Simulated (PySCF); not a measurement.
# SiNi at PBEsol

Level: PBEsol. basis Si def2-TZVPP, Ni def2-TZVPP; no relativity; PySCF 2.14.

```
state                                            : ¹Σ⁺ (singlet), closed shell
bond length                                      : 3.810 bohr
harmonic wavenumber                              : 498 cm⁻¹
force constant                                   : 2.76 mdyn/Å
rotational constant Be                           : 0.2198 cm⁻¹
anharmonicity ωexe                               : 1.67 cm⁻¹
vibration–rotation constant αe                   : 0.00107 cm⁻¹
HOMO–LUMO gap                                    : 0.99 eV
bond order (Mayer)                               : 2.49
dipole moment (positive dipole means Si(−)Ni(+)) : 0.46 D
```

De is left out where the level can put another filling of the metal’s s and d shells below the measured ground configuration, by anything from nothing to about 1 eV.
